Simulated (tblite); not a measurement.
Species: C₄H₁₂PSi₂ (doublet state).
Structure used (GFN2-xTB), in Å, numbered top down from 1:
```
atom  x, y, z in Å
C1     0.068    2.570   -0.296
Si2   -0.288    0.907   -1.185
C3    -1.805    0.092   -0.311
C4    -1.273   -0.926    0.699
C5    -0.276   -1.886    0.055
Si6    1.141   -0.878   -0.754
P7     2.853   -0.772    0.712
H8     0.140    2.425    0.781
H9     1.003    3.005   -0.635
H10   -0.717    3.299   -0.476
H11   -2.444    0.817    0.195
H12   -2.432   -0.430   -1.036
H13   -2.105   -1.489    1.134
H14   -0.779   -0.398    1.522
H15    0.096   -2.588    0.802
H16   -0.785   -2.473   -0.711
H17    1.689   -1.629   -1.898
H18    3.585    0.103   -0.070
H19    2.318    0.261    1.464
```

Computed geometry: GFN2-xTB, gas phase. This method treats the open shell by occupation alone, without spin polarisation.

Masses are those of the commonest isotopes; rigid-rotor values at the optimised geometry. The values belong to one conformer with, in the numbering `[CH3:1][Si:2]1[CH2:3][CH2:4][CH2:5][Si@@H:6]1[PH2:7]`, C5–Si6–P7–H -173° and -81°, C1–Si2–C3–C4 -97°, Si2–C3–C4–C5 -52°, C3–C4–C5–Si6 56°, C4–C5–Si6–P7 96°.

**Question.** Give the principal moments of inertia and the rotational constants in cm⁻¹.

**Answer.** Ia = 274.44, Ib = 468.37, Ic = 612.47 u·Å²; 505379 MHz·u·Å²/I gives 1841, 1079 and 825.2 MHz, that is A = 0.06142, B = 0.03599, C = 0.02752 cm⁻¹.

**Question.** Classify the top.

**Answer.** An asymmetric top; Ray's κ = -0.500.

**Question.** Is it planar, by Δ = Ic − Ia − Ib?

**Answer.** Not planar: Δ = Ic − Ia − Ib = -130.35 u·Å². For a rigid frame Δ = −2 Σ m c², so Σ m c² = 65.17 u·Å² lies off the ab plane: 17.14 from hydrogen and 48.04 from heavier atoms. The atom farthest from that plane is 2.14 Å away.

**Question.** List the rotational levels J(Ka,Kc) to J = 4 (K).

**Answer.** Above 0(0,0), as E/k:
J = 1: 1(0,1) 0.091, 1(1,1) 0.128, 1(1,0) 0.140
J = 2: 2(0,2) 0.272, 2(1,2) 0.299, 2(1,1) 0.335, 2(2,1) 0.445, 2(2,0) 0.447
J = 3: 3(0,3) 0.536, 3(1,3) 0.553, 3(1,2) 0.626, 3(2,2) 0.719, 3(2,1) 0.731, 3(3,1) 0.934, 3(3,0) 0.934
J = 4: 4(0,4) 0.881, 4(1,4) 0.890, 4(1,3) 1.009, 4(2,3) 1.083, 4(2,2) 1.116, 4(3,2) 1.304, 4(3,1) 1.306, 4(4,1) 1.599, 4(4,0) 1.599
Those of J = 1 are B + C, A + C and A + B.

**Question.** Estimate the classical rotational partition function at 100 K, 298.15 K and 500 K.

**Answer.** Point group C1, symmetry number σ = 1; q = (√π/σ)·√((kT/h)³/(ABC)), k/h = 20836.6 MHz/K: 132000 at 100 K, 678000 at 298.15 K, 1470000 at 500 K.

For this open shell read J as N, the rotation without spin; fine and hyperfine splittings come on top. Its GFN2-xTB frequencies are all real (lowest 45 cm⁻¹). Constants of a rigid frame at the computed geometry: no zero-point averaging, no centrifugal distortion.
